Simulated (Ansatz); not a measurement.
Cost and result for the atomization energy of `O[SiH][GeH2][OH]` radical (9 atoms, 8 bonds).

Cartesian coordinates in Å:
```
O -1.492 -1.889 0.276
Si -1.372 -0.249 0.061
Ge 0.952 0.277 0.170
O 0.953 2.067 0.241
H -2.294 -2.317 -0.029
H -1.988 0.136 -1.251
H 1.792 -0.167 -1.054
H 1.616 -0.294 1.443
H 1.833 2.436 0.142
```

Charge 0, multiplicity 2. Correlated methods include outer-core shells of Ge, which these sets cover unevenly. Scalar relativity is left out up to krypton. The structure was optimised at the PBE0-D4/def2-TZVP level. It is one conformer, not always the lowest. Program: Ansatz. Hardware: A = 2 threads of an AMD EPYC 7R13 on a shared host; B = 2 threads of an AMD EPYC 7R13 on a shared host and a share of an NVIDIA H100 80 GB. Times are those of one run each, without the atoms' runs, and a repeat can differ threefold. Electronic energies, without spin–orbit coupling; frozen cores. CCSD(T)/CBS adds CCSD(T) − MP2 in def2-TZVPP to the MP2 limit, and its time is that of the two runs behind it. T1 = 0.014; ⟨S²⟩ of the reference is 0.76. With those shells the extrapolation isn't a true limit. B3LYP takes the VWN-RPA correlation (the form of Gaussian; ORCA's B3LYP/G).

CCSD(T)/CBS is a level of theory with its own doubt, some kJ/mol a heavy atom from the limit and from the frozen cores, so smaller differences don't rank the functionals.

```tsv
level	functions	wall time
PBE-D4/def2-TZVPP (with forces) [A]	222	7 s
MP2/def2-QZVPP [B]	423	10 s
PBE0-D4/def2-TZVPP [A]	222	11 s
r2SCAN-D4/def2-TZVPP (with forces) [A]	222	13 s
B3LYP-D4/def2-TZVPP (with forces) [A]	222	13 s
CCSD(T)/def2-TZVPP [B]	222	13 s
B2PLYP/def2-TZVPP [A]	222	16 s
CCSD(T)/CBS(def2)	–	23 s
ωB97X-V/def2-TZVPP [A]	222	26 s
ωB97M-V/def2-TZVPP (with forces) [A]	222	36 s
```

What atomization energy does each give, and how far from CCSD(T)/CBS? (An estimate is asked.)

Computed: 
| level | atomization (kJ/mol) | difference from CCSD(T)/CBS | per bond |
| --- | --- | --- | --- |
| PBE-D4/def2-TZVPP (with forces) [A] | 2843.4 | 6.6 | 0.8 |
| MP2/def2-QZVPP [B] | 2844.8 | 8.0 | 1.0 |
| PBE0-D4/def2-TZVPP [A] | 2781.8 | -55.0 | -6.9 |
| r2SCAN-D4/def2-TZVPP (with forces) [A] | 2835.3 | -1.5 | -0.2 |
| B3LYP-D4/def2-TZVPP (with forces) [A] | 2804.2 | -32.6 | -4.1 |
| CCSD(T)/def2-TZVPP [B] | 2755.0 | -81.8 | -10.2 |
| B2PLYP/def2-TZVPP [A] | 2779.1 | -57.7 | -7.2 |
| CCSD(T)/CBS(def2) | 2836.8 | 0.0 | 0.0 |
| ωB97X-V/def2-TZVPP [A] | 2835.0 | -1.8 | -0.2 |
| ωB97M-V/def2-TZVPP (with forces) [A] | 2808.2 | -28.6 | -3.6 |

The D4 term adds +29.1 kJ/mol with B3LYP and +15.2 kJ/mol with PBE0; it sums over pairs of atoms, weighted by their polarisabilities, and B3LYP, whose exchange is more repulsive, gets the larger term. From PBE to PBE0 (25 % exact exchange), in def2-TZVPP and without D4, the atomization energy moves by −59.0 kJ/mol: exact exchange takes away binding that semilocal exchange gives to molecules. In def2-TZVPP, CCSD(T) changes the Hartree–Fock value by +798.6 kJ/mol (the triples alone add +43.5 kJ/mol) and MP2 by +839.4 kJ/mol; breaking electron pairs costs correlation energy, which Hartree–Fock lacks.
